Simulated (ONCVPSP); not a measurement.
## How hard is this magnesium (Mg) ONCV potential?

| Item | Value |
| --- | --- |
| Element | Mg (Z = 12) |
| Generator | ONCVPSP 4.0.1 |
| Type | optimised norm-conserving Vanderbilt (ONCV) |
| Functional | PBE |
| Relativity | fully relativistic |
| Frozen core | [He] |
| Valence charge | 10 |
| Reference configuration | 2s2 2p6 3s1.5 (charge +0.5) |
| Partial waves | 2s+3s: rc 1.40 bohr, ncon 4, nbas 8, qcut 7.5 1/bohr, 2 projectors; 2p: rc 1.25 bohr, ncon 4, nbas 7, qcut 10.3 1/bohr, 1 projector |
| Local potential | polynomial inside 0.95 bohr (lpopt 5, dvloc0 0 Ha) |
| Core correction | Teter function fitted to the true core (icmod 2), fcfact 0.5 |

Open shells are filled in proportion to 2j + 1.

Q: For each optimised wave give the share of its norm inside rc, the residual kinetic energy above qcut (Ha) and the cutoffs (Ha) for errors of 10, 1, 0.1 and 0.01 mHa per electron.

A:

```csv
wave,norm inside rc,residual KE,10 mHa,1 mHa,0.1 mHa,0.01 mHa
2s,0.971,8.2e-06,15.3,20.3,24.3,27.9
3s,0.052,1.3e-06,9.9,15.1,20.1,24.4
2p j=3/2,0.922,5.7e-05,38.2,45.5,51.9,94.8
2p j=1/2,0.923,5.8e-05,38.3,45.5,52.0,94.9
```

The occupied waves need 46 Ha and 52 Ha for 1 and 0.1 mHa.
